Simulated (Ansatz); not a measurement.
Input and output for C4H12N2OW (`C[N]=[W]([CH3])(=[O])[N](C)C`).

```yaml
crystal:
  periodic: [false, false, false]
  atoms:
    - {symbol: C, position_ang: [1.869230, -2.542996, -0.532689]}
    - {symbol: N, position_ang: [1.113613, -1.341672, -0.491995]}
    - {symbol: W, position_ang: [0.815289, 0.325746, -0.020835]}
    - {symbol: C, position_ang: [0.866431, 1.416440, -1.851669]}
    - {symbol: O, position_ang: [2.028121, 1.003005, 0.990893]}
    - {symbol: N, position_ang: [-0.980713, 0.477237, 0.702201]}
    - {symbol: C, position_ang: [-1.312879, 1.585204, 1.577546]}
    - {symbol: C, position_ang: [-2.042298, -0.500497, 0.612754]}
    - {symbol: H, position_ang: [2.802307, -2.468576, 0.036966]}
    - {symbol: H, position_ang: [2.120093, -2.796826, -1.568372]}
    - {symbol: H, position_ang: [1.285030, -3.375983, -0.125939]}
    - {symbol: H, position_ang: [1.854090, 1.341805, -2.314040]}
    - {symbol: H, position_ang: [0.655733, 2.474567, -1.666831]}
    - {symbol: H, position_ang: [0.128549, 1.025728, -2.556714]}
    - {symbol: H, position_ang: [-0.478645, 2.284565, 1.659048]}
    - {symbol: H, position_ang: [-1.556613, 1.228472, 2.586173]}
    - {symbol: H, position_ang: [-2.181086, 2.132677, 1.191220]}
    - {symbol: H, position_ang: [-2.946509, -0.046660, 0.188517]}
    - {symbol: H, position_ang: [-2.299135, -0.890641, 1.606415]}
    - {symbol: H, position_ang: [-1.740609, -1.331603, -0.022630]}
basis:
  gaussian: {orbitals: def2-mTZVPP, nuclear_model: gaussian}
magnetization: {spin_polarized: true, initial_magnetization: 0}
hamiltonian: {xc: {name: revPBE}}
accuracy: high
```

```sh
$ ansatz run in.yaml --threads 4 --pin off --events-out ev --progress --plain --max-ram 66560MiB --backend cpu
```

It prints (some lines left out):

```
Functional definition: revPBE
5403 factors; integrals over basis functions are off by at most 7.0e-8 eV
mean field evaluation 1: about -11165.4391 eV, gradient 9.5e1 eV
mean field evaluation 2: about -10945.7641 eV, gradient 2.3e2 eV
mean field evaluation 4: about -11195.8892 eV, gradient 4.0e1 eV
mean field evaluation 8: about -11201.6712 eV, gradient 2.5e0 eV
mean field evaluation 16: about -11201.6816 eV, gradient 1.1e-3 eV
mean field -11201.68158535 eV, -411.6542054892 hartree, gradient 5.8e-8 eV, S^2 0.000000; 0 other end points of the search recorded, 0 dependent functions left out
reference -11201.68159210 eV, -411.6542057373 hartree; 36, 36 occupied and 208, 208 virtual orbitals, 5403 factors
Total energy: -11201.68159210 eV, -411.6542057373 hartree
```

It took 19 s on 4 threads of an AMD EPYC 7R13 on a shared host, with 2.1 GiB of host memory at the peak.
